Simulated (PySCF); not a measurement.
**Vanadium: a sound run and one with changed settings**

Sound run: V [Ar] 3d3 4s2, V⁺ [Ar] 3d4. Calculation: PySCF 2.14, in cc-pVDZ-DK (6s5p3d1f, 43 functions); scalar relativity by spin-free X2C-1e. The sound run starts from symmetry-adapted Hartree-Fock orbitals and uses a fine grid where one is needed.

Changed run: radial step 0.8 in ln r (0.13 in the sound run). This setting is unsound on purpose.

| species | method | sound run (hartree) | changed run (hartree) | converged |
| --- | --- | --- | --- | --- |
| V | UHF | -948.14002 | -948.14002 | yes |
| V | r2SCAN | -949.13594 | -949.04330 | yes |
| V | MN15 | -949.60635 | -949.22948 | yes |
| V⁺ | UHF | -947.91369 | -947.91369 | yes |
| V⁺ | r2SCAN | -948.90066 | -948.76994 | yes |
| V⁺ | MN15 | -949.38370 | -949.01041 | yes |

Ionisation energy of V:

```json
{"method": "UHF", "sound run (eV)": "6.159", "changed run (eV)": "6.159"}
{"method": "r2SCAN", "sound run (eV)": "6.402", "changed run (eV)": "7.439"}
{"method": "MN15", "sound run (eV)": "6.059", "changed run (eV)": "5.961"}
```

A coarse radial grid mis-integrates the density and the exchange-correlation energy, with errors of either sign; Hartree-Fock needs no grid.

For comparison, NIST gives 6.746 eV between the lowest levels.
